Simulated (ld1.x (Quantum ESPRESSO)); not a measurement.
**Ranking TM semilocal potentials for bismuth (Bi)**

All share these settings but for the change named:

```
Element                 : Bi
Generator               : ld1.x (Quantum ESPRESSO) 7.5
Type                    : norm-conserving Troullier–Martins (semilocal form)
Functional              : PBE
Relativity              : scalar-relativistic
Frozen core             : [Xe] 4f14 5d10
Valence charge          : 5
Reference configuration : 6s2 6p2.5 (charge +0.5)
Partial waves           : 6s (bound): rc 1.60 bohr; 6p (bound): rc 2.00 bohr; 6d channel at 0.45 Ry: rc 2.10 bohr
Local potential         : the d channel
Core correction         : a·sin(br)/r model core inside 1.40 bohr
```

Cutoff: the first of the cutoffs (Ry, on a coarse ladder) from which the occupation-weighted sum of valence levels, in a spherical-Bessel basis at the reference potential, stays within 10 and 1 mRy of its value at 400 Ry; the density cutoff is not measured.

The base gives 45 Ry.

Of 6 variants that were run, those that failed, showed a ghost or another fault, or gave nearly equal values are left out.

(1) Rank these variants from softest to hardest (loose cutoff).
A. all radii but the core radius scaled by about 1.24 (s 1.98, p 2.48, d 2.60 bohr)
B. all radii but the core radius scaled by about 0.92 (s 1.48, p 1.84, d 1.94 bohr)
C. all radii but the core radius scaled by about 1.05 (s 1.68, p 2.08, d 2.20 bohr)

Answers

(1) A (25 Ry), C (30 Ry), B (60 Ry).
